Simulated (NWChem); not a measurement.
System: C₂H₇NZr; SMILES [CH3][Zr]([CH3])=[NH]

All runs: NWChem. Structure relaxed at the PBE0/def2-SVP level. Not confirmed as a minimum by frequencies. def2 effective core potentials on Zr; no spin-orbit coupling. Level SCAN/def2-SVP: energy and gradient on several grids; changes count from the extra-fine grid, which is no exact limit either.

| grid | size of the energy change (μHa) | largest change of a gradient component (μHa/bohr) | time, medium = 1 (rough) |
|---|---|---|---|
| xcoarse | 2000 | 6000 | about 1 |
| coarse | 1000 | 4000 | about 1 |
| medium | 6000 | 800 | about 1 |
| fine | 700 | 400 | about 1 |
| xfine | < 10 | < 30 | 3 |
